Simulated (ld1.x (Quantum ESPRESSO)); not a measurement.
**Before and after: RRKJ potential for fluorine (F)**

| Quantity | Value |
| --- | --- |
| Element | F (Z = 9) |
| Generator | ld1.x (Quantum ESPRESSO) 7.5 |
| Type | norm-conserving RRKJ (Kleinman–Bylander form) |
| Functional | Wu–Cohen |
| Relativity | scalar-relativistic |
| Frozen core | [He] |
| Valence charge | 7 |
| Reference configuration | 2s2 2p5 |
| Partial waves | 2s (bound): rc 0.80 bohr; 3d channel at 0.1 Ry: rc 1.10 bohr; 2p (bound): rc 1.45 bohr |
| Local potential | the p channel |
| Core correction | Bessel-smoothed model core inside 0.65 bohr |
| rho0 | 0.02 |

Change: all radii but the core radius scaled by about 1.37 (s 1.10, p 1.98, d 1.50 bohr).

Cutoffs: the cutoffs (Ry, on a coarse ladder) from which the occupation-weighted sum of valence levels, in a spherical-Bessel basis at the reference potential, stays within 10 and 1 mRy of its value at 400 Ry; they do not see the model core or the augmentation charge, which bear on the density cutoff. Errors are all-electron minus pseudo energies relative to the spin-unpolarised reference configuration.

Predict the effect on cutoff, ghosts and configuration errors.

The potential gets softer (140 Ry and 180 Ry → 110 Ry and 140 Ry); of the 7 tests that both files solve, the error grows in 5 and shrinks in 0 by more than 15 % and 0.3 meV (median size 14.3 → 17.5 meV); neither file shows a bound ghost. A larger radius leaves more room for a smooth pseudo-wave, so fewer plane waves are needed. More of the atom is replaced by a form fitted at one configuration, so other configurations suffer.

```tsv
quantity	base	changed
cutoff, loose	140 Ry	110 Ry
cutoff, tight	180 Ry	140 Ry
loose cutoff by channel (10 mRy a level)	s 140 Ry, p 60 Ry	s 100 Ry, p 40 Ry
bound ghosts	none	none
error for 2s2 2p4, meV [ΔE 19.37 eV]	-13	+18
error for 2s2 2p3, meV [ΔE 57.75 eV]	+64	+502
error for 2s2 2p2, meV [ΔE 118.39 eV]	+598	+2432
error for 2s2 2p5.3, meV [ΔE -2.66 eV]	-1.6	-4.2
error for 2s1 2p5, meV [ΔE 38.34 eV]	-98	-317
error for 2s1 2p6, meV [ΔE 18.68 eV]	+14	-15
error for 2s2 2p4.5, meV [ΔE 7.53 eV]	-5.3	-5.1
```
